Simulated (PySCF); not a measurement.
# Pr³⁺ (praseodymium, charge +3): TPSSh calculation

Configuration: [Xe] 4f2, one real determinant. All numbers are calculated (PySCF 2.14, scalar relativity by spin-free X2C-1e, in ANO-RCC-VTZP (8s7p5d3f2g1h, 104 functions)).

- Total energy: -9234.46 hartree
- One-electron energy: -12541.79 hartree
- Hartree (Coulomb) energy: 3524.92 hartree
- Exchange-correlation energy: -217.59 hartree
- ⟨S²⟩: 2.0010
- ⟨L²⟩: 24.012
- Sum of ⟨r⟩: 32.89 bohr
- Sum of ⟨r²⟩: 37.91 bohr²
- Traceless quadrupole moment −½Σ⟨3z² − r²⟩ along its main axis: -0.223 e·bohr²
- Langevin diamagnetic susceptibility: -30.0 ×10⁻⁶ cm³/mol
- Time after the integrals: roughly 10 core-seconds

| shell | electrons | mean orbital energy (eV) | spread (eV) | rms radius, mean of both spins (bohr) |
| --- | --- | --- | --- | --- |
| 1s α | 1 | -41821.4 | 0 | 0.0275 |
| 1s β | 1 | -41821.4 | 0 | 0.0275 |
| 2s α | 1 | -6766.1 | 0 | 0.112 |
| 2s β | 1 | -6766.1 | 0 | 0.112 |
| 2p α | 3 | -6062.8 | 0.180 | 0.0997 |
| 2p β | 3 | -6062.8 | 0.184 | 0.0997 |
| 3s α | 1 | -1492.2 | 0 | 0.291 |
| 3s β | 1 | -1491.7 | 0 | 0.291 |
| 3p α | 3 | -1267.6 | 0.885 | 0.291 |
| 3p β | 3 | -1267.0 | 1.120 | 0.291 |
| 3d α | 5 | -948.57 | 0.704 | 0.268 |
| 3d β | 5 | -948.08 | 1.070 | 0.268 |
| 4s α | 1 | -324.69 | 0 | 0.660 |
| 4s β | 1 | -323.11 | 0 | 0.660 |
| 4p α | 3 | -250.66 | 1.151 | 0.701 |
| 4p β | 3 | -249.00 | 1.944 | 0.701 |
| 4d α | 5 | -143.44 | 1.127 | 0.779 |
| 4d β | 5 | -141.61 | 2.190 | 0.779 |
| 5s α | 1 | -67.302 | 0 | 1.56 |
| 5s β | 1 | -66.373 | 0 | 1.56 |
| 5p α | 3 | -48.201 | 0.443 | 1.78 |
| 5p β | 3 | -47.481 | 0.833 | 1.78 |
| 4f α | 2 | -31.971 | 0.261 | 1.13 |

⟨L²⟩ = 24.01 against 30 for a pure H term, so this real determinant mixes terms. Spin-orbit coupling, absent here, splits the open shell strongly.

Densities and radii are taken from the X2C orbitals without a picture-change correction, which distorts them close to the nucleus.
